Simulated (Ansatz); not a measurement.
Relaxation of Ga13P13H30, a nanocrystal cut from zinc blende GaP (hydrogen-capped) with RKS PBE-D4/def2-SVP.

```sh
$ ansatz run in.yaml --threads 11 --pin off --events-out ev --progress --plain --max-ram 174080MiB --backend cuda --devices 0, --max-vram 75GiB
```

```yaml
crystal:
  periodic: [false, false, false]
  atoms:
    - {symbol: Ga, position_ang: [-2.121250, -2.118380, -0.656160]}
    - {symbol: Ga, position_ang: [-2.251180, 0.802260, -3.523870]}
    - {symbol: Ga, position_ang: [-5.001730, 0.715030, -0.709980]}
    - {symbol: Ga, position_ang: [-2.118200, 0.657640, 2.120000]}
    - {symbol: Ga, position_ang: [-2.248150, 3.526540, -0.801060]}
    - {symbol: Ga, position_ang: [0.799810, -2.250570, -3.524360]}
    - {symbol: Ga, position_ang: [0.706670, -5.003020, -0.708230]}
    - {symbol: Ga, position_ang: [0.656950, -2.121090, 2.116370]}
    - {symbol: Ga, position_ang: [3.524860, -2.249290, -0.803190]}
    - {symbol: Ga, position_ang: [0.685420, 0.685540, -0.686640]}
    - {symbol: Ga, position_ang: [0.804940, 3.523340, 2.249330]}
    - {symbol: Ga, position_ang: [3.524240, 0.802170, 2.247390]}
    - {symbol: Ga, position_ang: [0.717780, 0.709920, 5.001390]}
    - {symbol: P, position_ang: [-3.449540, -0.606800, -2.021730]}
    - {symbol: P, position_ang: [-0.611040, -3.447670, -2.022510]}
    - {symbol: P, position_ang: [-0.687560, -0.686630, -4.716900]}
    - {symbol: P, position_ang: [-0.704650, -0.703690, 0.703930]}
    - {symbol: P, position_ang: [-0.773870, 2.090020, -2.090030]}
    - {symbol: P, position_ang: [-3.446690, 2.025510, 0.609890]}
    - {symbol: P, position_ang: [-0.604390, 2.022160, 3.448340]}
    - {symbol: P, position_ang: [-0.681740, 4.717590, 0.685720]}
    - {symbol: P, position_ang: [2.088650, -0.774830, -2.090650]}
    - {symbol: P, position_ang: [2.022600, -3.448520, 0.606790]}
    - {symbol: P, position_ang: [2.025640, -0.609890, 3.445590]}
    - {symbol: P, position_ang: [4.717250, -0.684440, 0.681910]}
    - {symbol: P, position_ang: [2.089950, 2.089860, 0.770010]}
    - {symbol: H, position_ang: [-3.023510, -3.021680, 0.245740]}
    - {symbol: H, position_ang: [-3.041200, 1.728100, -4.503330]}
    - {symbol: H, position_ang: [-5.780310, -0.232070, 0.237140]}
    - {symbol: H, position_ang: [-5.708440, 1.698030, -1.691820]}
    - {symbol: H, position_ang: [-3.019420, -0.243200, 3.025500]}
    - {symbol: H, position_ang: [-3.037140, 4.506320, -1.726420]}
    - {symbol: H, position_ang: [1.724590, -3.040550, -4.503200]}
    - {symbol: H, position_ang: [-0.241140, -5.776430, 0.242520]}
    - {symbol: H, position_ang: [1.687920, -5.713380, -1.690280]}
    - {symbol: H, position_ang: [-0.243160, -3.022500, 3.021400]}
    - {symbol: H, position_ang: [4.503300, -3.038570, -1.728670]}
    - {symbol: H, position_ang: [1.733620, 4.501860, 3.036170]}
    - {symbol: H, position_ang: [4.502910, 1.730350, 3.035280]}
    - {symbol: H, position_ang: [-0.229430, -0.235890, 5.781070]}
    - {symbol: H, position_ang: [1.701220, 1.692000, 5.707490]}
    - {symbol: H, position_ang: [-4.200720, -1.414930, -2.864940]}
    - {symbol: H, position_ang: [-1.422280, -4.197030, -2.866120]}
    - {symbol: H, position_ang: [-1.431880, -1.432150, -5.618140]}
    - {symbol: H, position_ang: [0.023150, 0.024600, -5.671270]}
    - {symbol: H, position_ang: [0.019790, 2.898110, -2.899430]}
    - {symbol: H, position_ang: [-4.197000, 2.867710, 1.421390]}
    - {symbol: H, position_ang: [-1.412810, 2.865950, 4.200500]}
    - {symbol: H, position_ang: [-1.424730, 5.623150, 1.427220]}
    - {symbol: H, position_ang: [0.031390, 5.667400, -0.029360]}
    - {symbol: H, position_ang: [2.896310, 0.019580, -2.900170]}
    - {symbol: H, position_ang: [2.866640, -4.198970, 1.416920]}
    - {symbol: H, position_ang: [2.869740, -1.419640, 4.195300]}
    - {symbol: H, position_ang: [5.622250, -1.426590, 1.424990]}
    - {symbol: H, position_ang: [5.667380, 0.029100, -0.032400]}
    - {symbol: H, position_ang: [2.898200, 2.898590, -0.024420]}
basis:
  gaussian: {orbitals: def2-SVP, fitting: {mean_field: def2-universal-jkfit}}
hamiltonian: {xc: pbe, dispersion: d4}
scf: {lower_state_search: "off"}
output: {orbitals: {seedname: orbitals}}
relax: {f_tol: 0.03, max_steps: 70}
```

Hardware: 11 threads of AMD EPYC 7R13 on a shared host and a whole NVIDIA H100 80GB HBM3. Wall time 22 s, peak host memory 1.6 GiB.

Positions (Å) and forces (eV/Å) at steps 1, 2, 3, 4 of 4:

```xyz
56
step=1 energy=-801896.4130 eV
Ga   -2.121   -2.118   -0.656    0.258    0.256   -0.210
Ga   -2.251    0.802   -3.524    0.346   -0.216    0.221
Ga   -5.002    0.715   -0.710    0.087    0.089   -0.089
Ga   -2.118    0.658    2.120    0.259    0.212   -0.253
Ga   -2.248    3.527   -0.801    0.350   -0.229    0.223
Ga    0.800   -2.251   -3.524   -0.222    0.349    0.230
Ga    0.707   -5.003   -0.708    0.096    0.087   -0.103
Ga    0.657   -2.121    2.116    0.216    0.273   -0.246
Ga    3.525   -2.249   -0.803   -0.238    0.344    0.224
Ga    0.685    0.686   -0.687   -0.047   -0.047    0.041
Ga    0.805    3.523    2.249   -0.219   -0.222   -0.348
Ga    3.524    0.802    2.247   -0.218   -0.215   -0.351
Ga    0.718    0.710    5.001    0.086    0.096   -0.089
P    -3.450   -0.607   -2.022    1.039    0.587    0.700
P    -0.611   -3.448   -2.023    0.575    1.020    0.689
P    -0.688   -0.687   -4.717   -0.042   -0.036    1.542
P    -0.705   -0.704    0.704    0.316    0.313   -0.317
P    -0.774    2.090   -2.090   -0.505   -0.990    0.990
P    -3.447    2.026    0.610    1.028   -0.692   -0.574
P    -0.604    2.022    3.448    0.572   -0.688   -1.023
P    -0.682    4.718    0.686   -0.045   -1.541    0.036
P     2.089   -0.775   -2.091   -0.987   -0.494    0.988
P     2.023   -3.449    0.607   -0.674    1.022   -0.577
P     2.026   -0.610    3.446   -0.700    0.570   -1.034
P     4.717   -0.684    0.682   -1.539   -0.035    0.048
P     2.090    2.090    0.770   -0.986   -0.992    0.507
H    -3.024   -3.022    0.246   -0.129   -0.127    0.073
H    -3.041    1.728   -4.503   -0.098    0.062   -0.152
H    -5.780   -0.232    0.237   -0.162   -0.278    0.279
H    -5.708    1.698   -1.692   -0.139    0.231   -0.232
H    -3.019   -0.243    3.026   -0.129   -0.072    0.126
H    -3.037    4.506   -1.726   -0.102    0.157   -0.067
H     1.725   -3.041   -4.503    0.071   -0.106   -0.161
H    -0.241   -5.776    0.243   -0.277   -0.159    0.277
H     1.688   -5.713   -1.690    0.223   -0.137   -0.225
H    -0.243   -3.022    3.021   -0.077   -0.132    0.132
H     4.503   -3.039   -1.729    0.162   -0.107   -0.072
H     1.734    4.502    3.036    0.066    0.156    0.103
H     4.503    1.730    3.035    0.154    0.063    0.100
H    -0.229   -0.236    5.781   -0.280   -0.280    0.163
H     1.701    1.692    5.707    0.230    0.231    0.137
H    -4.201   -1.415   -2.865   -0.572   -0.539   -0.577
H    -1.422   -4.197   -2.866   -0.524   -0.557   -0.562
H    -1.432   -1.432   -5.618   -0.605   -0.603   -0.592
H     0.023    0.025   -5.671    0.596    0.595   -0.622
H     0.020    2.898   -2.899    0.484    0.525   -0.525
H    -4.197    2.868    1.421   -0.558    0.566    0.526
H    -1.413    2.866    4.200   -0.523    0.564    0.557
H    -1.425    5.623    1.427   -0.602    0.597    0.603
H     0.031    5.667   -0.029    0.596    0.618   -0.594
H     2.896    0.020   -2.900    0.521    0.480   -0.522
H     2.867   -4.199    1.417    0.558   -0.553    0.522
H     2.870   -1.420    4.195    0.571   -0.529    0.559
H     5.622   -1.427    1.425    0.597   -0.603    0.601
H     5.667    0.029   -0.032    0.618    0.593   -0.596
H     2.898    2.899   -0.024    0.523    0.522   -0.481
56
step=2 energy=-801897.0069 eV
Ga   -2.088   -2.086   -0.623    0.053    0.052   -0.036
Ga   -2.203    0.803   -3.496    0.034   -0.107    0.098
Ga   -5.013    0.731   -0.726    0.184    0.005   -0.005
Ga   -2.085    0.624    2.088    0.053    0.039   -0.052
Ga   -2.200    3.498   -0.801    0.034   -0.103    0.106
Ga    0.801   -2.202   -3.497   -0.112    0.035    0.101
Ga    0.725   -5.014   -0.727    0.004    0.185   -0.005
Ga    0.624   -2.087    2.085    0.040    0.057   -0.053
Ga    3.497   -2.201   -0.805   -0.103    0.034    0.112
Ga    0.673    0.673   -0.674   -0.032   -0.031    0.032
Ga    0.805    3.497    2.201   -0.107   -0.100   -0.038
Ga    3.498    0.803    2.199   -0.102   -0.106   -0.037
Ga    0.733    0.728    5.012    0.004    0.008   -0.181
P    -3.360   -0.558   -1.958    0.019    0.115    0.073
P    -0.562   -3.358   -1.960    0.112    0.010    0.067
P    -0.692   -0.690   -4.659    0.039    0.037    0.534
P    -0.670   -0.669    0.670   -0.109   -0.109    0.108
P    -0.763    2.012   -2.012   -0.171   -0.017    0.020
P    -3.356    1.961    0.561    0.015   -0.065   -0.113
P    -0.556    1.960    3.358    0.110   -0.070   -0.013
P    -0.686    4.661    0.689    0.041   -0.536   -0.033
P     2.011   -0.762   -2.013   -0.017   -0.171    0.017
P     1.959   -3.358    0.558   -0.066    0.010   -0.110
P     1.962   -0.560    3.356   -0.068    0.110   -0.018
P     4.661   -0.689    0.686   -0.535    0.036   -0.039
P     2.012    2.011    0.760   -0.013   -0.016    0.171
H    -3.014   -3.011    0.252   -0.001   -0.001    0.002
H    -3.005    1.697   -4.513    0.011    0.021    0.013
H    -5.770   -0.243    0.249   -0.030   -0.047    0.047
H    -5.719    1.730   -1.724    0.007    0.028   -0.028
H    -3.011   -0.249    3.015    0.000   -0.002    0.000
H    -3.001    4.515   -1.695    0.009   -0.011   -0.023
H     1.694   -3.005   -4.513    0.023    0.010    0.010
H    -0.251   -5.765    0.250   -0.047   -0.031    0.048
H     1.720   -5.725   -1.725    0.027    0.010   -0.027
H    -0.250   -3.012    3.013   -0.003   -0.002    0.001
H     4.512   -3.004   -1.699   -0.010    0.009   -0.024
H     1.702    4.513    3.001    0.021   -0.012   -0.010
H     4.515    1.698    3.000   -0.013    0.021   -0.011
H    -0.242   -0.246    5.770   -0.048   -0.048    0.030
H     1.732    1.726    5.717    0.028    0.028   -0.007
H    -4.173   -1.354   -2.803   -0.140   -0.267   -0.234
H    -1.358   -4.170   -2.805   -0.262   -0.134   -0.227
H    -1.460   -1.457   -5.567   -0.174   -0.175   -0.225
H     0.057    0.057   -5.601    0.165    0.168   -0.256
H     0.021    2.847   -2.848    0.263    0.169   -0.170
H    -4.168    2.808    1.358   -0.136    0.229    0.264
H    -1.351    2.807    4.171   -0.263    0.227    0.137
H    -1.451    5.573    1.454   -0.175    0.226    0.174
H     0.065    5.599   -0.061    0.166    0.255   -0.168
H     2.846    0.021   -2.850    0.168    0.262   -0.168
H     2.804   -4.170    1.356    0.229   -0.134    0.259
H     2.810   -1.356    4.165    0.229   -0.266    0.140
H     5.572   -1.455    1.450    0.226   -0.174    0.175
H     5.598    0.060   -0.065    0.256    0.168   -0.166
H     2.848    2.846   -0.023    0.168    0.169   -0.264
56
step=3 energy=-801897.1177 eV
Ga   -2.099   -2.098   -0.635   -0.052   -0.053   -0.011
Ga   -2.191    0.792   -3.468    0.024    0.036   -0.060
Ga   -4.998    0.734   -0.729    0.009    0.017   -0.017
Ga   -2.096    0.637    2.100   -0.053    0.011    0.053
Ga   -2.188    3.470   -0.791    0.024    0.060   -0.036
Ga    0.789   -2.190   -3.470    0.037    0.024   -0.060
Ga    0.727   -4.999   -0.729    0.015    0.008   -0.014
Ga    0.637   -2.099    2.098    0.012   -0.053    0.053
Ga    3.469   -2.190   -0.794    0.061    0.024   -0.037
Ga    0.623    0.623   -0.624    0.082    0.081   -0.081
Ga    0.795    3.470    2.188    0.036    0.060   -0.023
Ga    3.471    0.791    2.187    0.061    0.036   -0.023
Ga    0.735    0.731    4.997    0.017    0.016   -0.008
P    -3.377   -0.587   -1.980   -0.013   -0.032    0.014
P    -0.590   -3.376   -1.981   -0.032   -0.012    0.014
P    -0.677   -0.674   -4.641   -0.013   -0.013   -0.113
P    -0.714   -0.714    0.715   -0.032   -0.031    0.031
P    -0.746    1.998   -1.998    0.037   -0.001    0.001
P    -3.374    1.984    0.590   -0.012   -0.014    0.032
P    -0.585    1.983    3.376   -0.031   -0.013    0.012
P    -0.671    4.641    0.673   -0.013    0.114    0.013
P     1.997   -0.746   -1.999   -0.002    0.037    0.001
P     1.982   -3.377    0.587   -0.015   -0.012    0.032
P     1.984   -0.589    3.374   -0.014   -0.031    0.013
P     4.641   -0.674    0.670    0.113   -0.013    0.012
P     1.999    1.998    0.743   -0.002   -0.001   -0.037
H    -3.045   -3.042    0.201    0.006    0.006    0.015
H    -2.980    1.716   -4.469   -0.004   -0.003   -0.002
H    -5.771   -0.238    0.245   -0.011    0.012   -0.012
H    -5.660    1.750   -1.745   -0.008   -0.026    0.026
H    -3.041   -0.198    3.045    0.006   -0.014   -0.006
H    -2.977    4.472   -1.714   -0.004    0.002    0.003
H     1.713   -2.979   -4.471   -0.004   -0.004   -0.002
H    -0.247   -5.766    0.247    0.012   -0.010   -0.012
H     1.740   -5.668   -1.744   -0.024   -0.007    0.024
H    -0.198   -3.043    3.044   -0.014    0.005   -0.006
H     4.470   -2.978   -1.719    0.002   -0.005    0.004
H     1.720    4.470    2.976   -0.003    0.002    0.004
H     4.472    1.716    2.975    0.002   -0.003    0.004
H    -0.238   -0.242    5.770    0.012    0.012    0.010
H     1.752    1.747    5.660   -0.025   -0.025    0.009
H    -4.145   -1.423   -2.858    0.003    0.029    0.032
H    -1.427   -4.142   -2.860    0.029    0.003    0.032
H    -1.454   -1.451   -5.561    0.012    0.012    0.045
H     0.067    0.070   -5.617   -0.020   -0.021    0.074
H     0.120    2.806   -2.808   -0.026   -0.012    0.012
H    -4.140    2.863    1.426    0.003   -0.032   -0.029
H    -1.420    2.862    4.143    0.029   -0.032   -0.003
H    -1.446    5.564    1.449    0.013   -0.046   -0.012
H     0.075    5.616   -0.073   -0.020   -0.073    0.021
H     2.805    0.119   -2.809   -0.012   -0.026    0.012
H     2.861   -4.143    1.422   -0.032    0.003   -0.029
H     2.864   -1.425    4.140   -0.032    0.029   -0.003
H     5.565   -1.449    1.445   -0.046    0.012   -0.012
H     5.615    0.072   -0.076   -0.073   -0.021    0.020
H     2.808    2.806   -0.123   -0.012   -0.012    0.027
56
step=4 energy=-801897.1257 eV
Ga   -2.103   -2.101   -0.631   -0.004   -0.004   -0.003
Ga   -2.189    0.795   -3.477   -0.007   -0.008    0.001
Ga   -4.990    0.733   -0.728   -0.026   -0.001    0.001
Ga   -2.100    0.633    2.103   -0.004    0.004    0.004
Ga   -2.186    3.479   -0.794   -0.007   -0.001    0.008
Ga    0.792   -2.188   -3.478   -0.008   -0.007    0.001
Ga    0.727   -4.991   -0.728   -0.001   -0.025    0.001
Ga    0.634   -2.102    2.101    0.003   -0.004    0.004
Ga    3.477   -2.188   -0.797   -0.001   -0.007    0.008
Ga    0.637    0.637   -0.638   -0.005   -0.005    0.005
Ga    0.797    3.478    2.186   -0.008   -0.001    0.007
Ga    3.480    0.794    2.185   -0.001   -0.008    0.007
Ga    0.734    0.730    4.990   -0.001   -0.001    0.026
P    -3.374   -0.586   -1.979    0.000    0.004    0.002
P    -0.589   -3.372   -1.980    0.004    0.000    0.002
P    -0.682   -0.679   -4.647    0.000    0.000   -0.008
P    -0.708   -0.708    0.708    0.007    0.007   -0.006
P    -0.744    2.006   -2.006   -0.002    0.004   -0.004
P    -3.371    1.982    0.589    0.000   -0.002   -0.004
P    -0.584    1.982    3.372    0.004   -0.002    0.000
P    -0.676    4.648    0.678    0.000    0.008    0.000
P     2.004   -0.744   -2.007    0.004   -0.002   -0.004
P     1.981   -3.373    0.586   -0.002    0.000   -0.004
P     1.983   -0.588    3.371   -0.002    0.004    0.000
P     4.648   -0.679    0.675    0.008    0.000    0.000
P     2.007    2.005    0.741    0.005    0.004    0.002
H    -3.040   -3.038    0.221    0.002    0.002    0.002
H    -2.984    1.712   -4.479    0.001    0.001    0.002
H    -5.776   -0.235    0.241    0.015    0.007   -0.007
H    -5.672    1.743   -1.737    0.008   -0.004    0.004
H    -3.037   -0.218    3.041    0.002   -0.002   -0.002
H    -2.982    4.481   -1.710    0.001   -0.002   -0.001
H     1.708   -2.983   -4.481    0.001    0.001    0.002
H    -0.243   -5.772    0.243    0.007    0.014   -0.007
H     1.734   -5.678   -1.737   -0.003    0.008    0.003
H    -0.218   -3.039    3.039   -0.002    0.002   -0.002
H     4.479   -2.983   -1.715   -0.002    0.001   -0.001
H     1.716    4.480    2.980    0.001   -0.002   -0.001
H     4.483    1.711    2.979   -0.001    0.001   -0.001
H    -0.235   -0.238    5.775    0.007    0.007   -0.014
H     1.744    1.739    5.672   -0.004   -0.004   -0.008
H    -4.157   -1.414   -2.848    0.004    0.005    0.000
H    -1.419   -4.155   -2.850    0.005    0.003    0.000
H    -1.460   -1.457   -5.562   -0.003   -0.003    0.005
H     0.064    0.067   -5.616    0.004    0.004    0.002
H     0.110    2.819   -2.820   -0.002    0.001    0.000
H    -4.152    2.853    1.418    0.003    0.000   -0.005
H    -1.411    2.852    4.155    0.005    0.000   -0.003
H    -1.452    5.566    1.455   -0.003   -0.005    0.003
H     0.071    5.614   -0.070    0.004   -0.002   -0.004
H     2.818    0.110   -2.821    0.000   -0.002    0.000
H     2.851   -4.155    1.414    0.000    0.004   -0.005
H     2.854   -1.416    4.153    0.000    0.005   -0.003
H     5.566   -1.456    1.451   -0.005   -0.003    0.003
H     5.614    0.068   -0.073   -0.002    0.004   -0.004
H     2.820    2.818   -0.113    0.000    0.000    0.002
```

Single mean-field runs in def2-SVP are fitted with def2-universal-jkfit.
